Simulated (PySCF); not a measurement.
Gas-phase XPS of `CCCB(F)F`, computed

Compound: C3H7BF2.
Structure used (PBE0-D3(BJ)/def2-SVP), in Å, numbered top down from 1:
```
atom  x, y, z in Å
C1    -1.7486    0.3453    0.5229
C2    -0.2571    0.1346    0.7256
C3     0.4883   -0.1730   -0.5681
B4     2.0261   -0.4019   -0.4416
F5     2.7740   -0.6230   -1.5100
F6     2.6603   -0.3926    0.7198
H7    -2.2609    0.5691    1.4707
H8    -2.2224   -0.5515    0.0910
H9    -1.9436    1.1819   -0.1678
H10   -0.0924   -0.6859    1.4444
H11    0.1844    1.0284    1.1981
H12    0.3366    0.6310   -1.3135
H13    0.0659   -1.0703   -1.0604
```

Theory: PySCF, delta-SCF UKS SCAN, pcX-2 on the ionised atom, pcseg-1 elsewhere, spin-free X2C. Vertical ΔSCF values, vacuum level as zero.

Question: Give the core binding energies atom by atom.

Answer: 
```tsv
atom(s)	bonded to	level	binding energy (eV)	above the level's lowest (eV)	count
B4	2 F and C	B 1s	199.45	0.00	1
C3	C, 2 H and B	C 1s	290.72	0.00	1
C1	C and 3 H	C 1s	290.74	+0.02	1
C2	2 C and 2 H	C 1s	290.89	+0.17	1
F5/F6	B	F 1s	693.46	0.00	2
```

The 3 C 1s values lie within 0.17 eV of each other; Gaussian lines of 0.5 eV full width would blend them into one maximum.

Question: Which effective nuclear charge Zeff reproduces each element's mean 1s value in the hydrogen-like formula E = 13.606 eV × Zeff²?

Answer: B (Z = 5): mean 199.4 eV, Zeff = 3.83, Z − Zeff = 1.17; C (Z = 6): mean 290.8 eV, Zeff = 4.62, Z − Zeff = 1.38; F (Z = 9): mean 693.5 eV, Zeff = 7.14, Z − Zeff = 1.86. Means run over the listed sites, weighted by atom count.

Question: Express the binding energy of C 1s of C1 in atomic units and per mole.

Answer: 290.74 eV = 10.6845 Eh = 28052 kJ/mol.

Topologically equivalent atoms share the value of their first member; where this conformer doesn't relate them by symmetry, their own values could differ. Geometry: PBE0-D3(BJ)/def2-SVP, one conformer, isolated molecule.
